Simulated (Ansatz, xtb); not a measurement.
## C6H7Cl: which of two isomers lies lower

Structure a: `C=C/C=C/C=C\Cl`, a singlet. Structure b: `C=C/C=C/C(=C)Cl`, a singlet. Both are isolated molecules in the gas phase, relaxed with PBE-D3(BJ)/def2-SVP; the shapes shown needn't be the lowest conformers.

a (Å):

```xyz
14

C     2.0723   -1.4740   -0.8000
C     1.7315   -0.2511   -0.3237
C     0.7568    0.6247   -0.9361
C     0.4187    1.8575   -0.4495
C    -0.5528    2.7279   -1.0621
C    -0.9293    3.9588   -0.6272
Cl   -0.2855    4.7272    0.7894
H     1.6070   -1.8798   -1.7135
H     2.8214   -2.1021   -0.2954
H     2.2187    0.1243    0.5944
H     0.2625    0.2599   -1.8554
H     0.9100    2.2251    0.4680
H    -1.0516    2.3724   -1.9804
H    -1.6802    4.5700   -1.1480
```

b (Å):

```xyz
14

C     3.0305   -0.0021   -2.1058
C     2.3772    0.7456   -1.1836
C     0.9383    0.8961   -1.1307
C     0.2860    1.6499   -0.2009
C    -1.1503    1.8420   -0.0932
C    -1.7477    2.6053    0.8544
Cl   -2.1577    1.0214   -1.2794
H     2.4797   -0.5509   -2.8872
H     4.1273   -0.0873   -2.1075
H     2.9612    1.2827   -0.4143
H     0.3391    0.3664   -1.8912
H     0.8738    2.1847    0.5654
H    -1.1275    3.1229    1.6013
H    -2.8383    2.7232    0.8991
```

Quicker runs give these differences E(b) − E(a): GFN2-xTB −2.07 kJ/mol; HF/STO-3G +0.68 kJ/mol (at GFN2-xTB geometries); r2SCAN-D4/def2-SVP +3.22 kJ/mol (at GFN2-xTB geometries).

Task: Estimate E(b) − E(a) at the level CCSD(T)/def2-SVP + ΔMP2/def2-TZVPP.

Result: CCSD(T)/def2-SVP + ΔMP2/def2-TZVPP gives E(b) − E(a) = −0.99 kJ/mol, slightly favouring structure b, which is too small a margin to settle the true order.

Level by level:

```json
{"level": "GFN2-xTB", "geometry": "GFN2-xTB", "E(b) − E(a) (kJ/mol)": "−2.07", "departure from the last row (kJ/mol)": "−1.09", "job, with rough time for the two": "optimisation, 0.46 s"}
{"level": "HF/STO-3G", "geometry": "GFN2-xTB", "E(b) − E(a) (kJ/mol)": "+0.68", "departure from the last row (kJ/mol)": "+1.67", "job, with rough time for the two": "single point, 1.6 s"}
{"level": "r2SCAN-D4/def2-SVP", "geometry": "GFN2-xTB", "E(b) − E(a) (kJ/mol)": "+3.22", "departure from the last row (kJ/mol)": "+4.21", "job, with rough time for the two": "single point, 11 s"}
{"level": "PBE-D3(BJ)/def2-SVP", "geometry": "PBE-D3(BJ)/def2-SVP", "E(b) − E(a) (kJ/mol)": "+4.50", "departure from the last row (kJ/mol)": "+5.49", "job, with rough time for the two": "optimisation, 51 s"}
{"level": "HF/def2-SVP", "geometry": "PBE-D3(BJ)/def2-SVP", "E(b) − E(a) (kJ/mol)": "+2.70", "departure from the last row (kJ/mol)": "+3.69", "job, with rough time for the two": "part of the CCSD(T) run"}
{"level": "MP2/def2-SVP", "geometry": "PBE-D3(BJ)/def2-SVP", "E(b) − E(a) (kJ/mol)": "−0.82", "departure from the last row (kJ/mol)": "+0.17", "job, with rough time for the two": "part of the CCSD(T) run"}
{"level": "CCSD(T)/def2-SVP", "geometry": "PBE-D3(BJ)/def2-SVP", "E(b) − E(a) (kJ/mol)": "−0.66", "departure from the last row (kJ/mol)": "+0.33", "job, with rough time for the two": "single point"}
{"level": "CCSD(T)/def2-SVP + ΔMP2/def2-TZVPP", "geometry": "PBE-D3(BJ)/def2-SVP", "E(b) − E(a) (kJ/mol)": "−0.99", "departure from the last row (kJ/mol)": "", "job, with rough time for the two": "single point, 3.2 min"}
```

As drawn, both hold the same kinds of bond in the same numbers.

The largest departure from CCSD(T)/def2-SVP + ΔMP2/def2-TZVPP is that of PBE-D3(BJ)/def2-SVP, 5.49 kJ/mol. The last row adds to CCSD(T) the change of the MP2 difference between the two basis sets, here −0.33 kJ/mol.

With thermal terms from frequencies at re-optimised GFN2-xTB minima (ideal gas, soft modes damped towards free rotors, one conformer each, 298.15 K, 1 atm): the zero-point term adds −0.84 kJ/mol; ΔH is −1.74 and ΔG −1.32 kJ/mol.

The correlated steps freeze 11 core orbitals. Run with Ansatz 0.2.0, xtb 6.7.1; the last row on 2 threads of Intel(R) Xeon(R) Processor @ 2.50GHz (Skylake/Cascade Lake) on a shared host.
